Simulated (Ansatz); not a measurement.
Basis-set extrapolation for H8N2O2Si2, SMILES `N[Si@H](O)[Si@H](N)O` (PBE0-D4/def2-TZVP geometry, frozen core, the Gaussian-basis code of Ansatz). Multiplicity 1, RHF reference.

```json
{"": "HF", "def2-TZVPP": "-841.460505", "def2-QZVPP": "-841.492309"}
{"": "MP2 correlation", "def2-TZVPP": "-1.154286", "def2-QZVPP": "-1.244934"}
{"": "CCSD(T) correlation", "def2-TZVPP": "-1.239827", "def2-QZVPP": "not run"}
```

Energies in hartree. Use E(X) = E(∞) + A·exp(−7.88·√X) for Hartree–Fock and E(X) = E(∞) + B·X^(−2.97) for correlation, with X = 3 and 4, and add CCSD(T) minus MP2 of the smaller set to the MP2 limit.

What is the CCSD(T) energy at the basis-set limit?

HF limit: -841.492309 + (-0.031804) × 0.13774 = -841.49669. MP2 limit: -1.244934 + (-0.090648) × 0.74074 = -1.31208. Higher-order term: -1.239827 − (-1.154286) = -0.08554. Total: -842.89431 hartree, 5.28 eV below CCSD(T)/def2-TZVPP.
